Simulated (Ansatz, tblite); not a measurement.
Forces on the cluster Ni₂H₄⁻ at its PBE-D4/def2-TZVPD geometry. Total charge -1; doublet.

The xTB rows come from tblite. At PBE-D4/def2-TZVPD the highest occupied level of the charge -1 doublet lies above zero (up to 1.04 eV). The electron is either unbound and held by the finite basis, or the level is raised by self-interaction error. In the doublet, H3 and H6 lie 0.95 Å apart (atoms count from 1), so these atoms are partly bonded to each other. Another isomer (quartet) lies 0.17 eV lower at PBE0-D4/def2-TZVPD; other spin states weren't run for this one.

GFN1-xTB (tblite), largest force 2.03 eV/Å:

```xyz
6
positions Å, forces eV/Å
Ni    1.132    0.370   -1.002   -0.370   -0.060    0.350
Ni   -0.537    0.215    0.617    0.583    0.165   -0.531
H    -1.126   -0.885    1.501   -1.319    0.637   -1.406
H     1.892   -0.466   -2.063   -0.140    0.176    0.203
H     0.418    1.409    0.085   -0.231   -0.522    0.047
H    -1.779   -0.644    0.861    1.477   -0.396    1.336
```

GFN2-xTB (tblite), largest force 1.76 eV/Å:

```
Ni 0.680 0.720 -0.429
Ni -1.277 -0.266 1.187
H 0.703 -0.014 0.348
H 0.278 -0.481 -0.448
H -0.085 -0.314 -0.027
H -0.299 0.356 -0.631
```

PBE-D4/def2-TZVPD (Ansatz), largest force 0.02 eV/Å:

```
Ni -0.004 0.000 0.001
Ni -0.004 -0.013 0.000
H -0.010 0.011 -0.014
H 0.000 0.001 0.001
H 0.002 0.003 0.001
H 0.016 -0.001 0.011
```
